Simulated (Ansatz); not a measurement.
The same stannylene extrusion along the group O, S, Se.

Computed with Ansatz on PBE0-D4/def2-TZVP structures; ΔE is electronic, products minus reactants. CCSD(T)/CBS is the MP2 limit (def2-TZVPP, def2-QZVPP) plus CCSD(T) − MP2 in def2-TZVPP, frozen cores. This one scheme is used for every species. Elements past krypton have def2 core potentials. For Se, Sn outer-core shells are correlated without core-valence functions, which leaves a few kJ/mol of doubt a bond. Scalar relativity is left out up to krypton. Each species was taken in one conformer, which may not be the lowest.

Order these by ΔE at CCSD(T)/CBS, lowest first. (An estimate is asked.)
A. `C[Se][SnH]([Cl])[Cl]` → `[Cl][Sn][Cl]` + `C[SeH]`
B. `C[O][SnH]([Cl])[Cl]` → `[Cl][Sn][Cl]` + CH₃OH
C. `C[S][SnH]([Cl])[Cl]` → `[Cl][Sn][Cl]` + CH₃SH

B (-2.2 kcal/mol), C (+7.3 kcal/mol), A (+12.2 kcal/mol).

Largest T1 diagnostic: 0.014, for `[Cl][Sn][Cl]`.
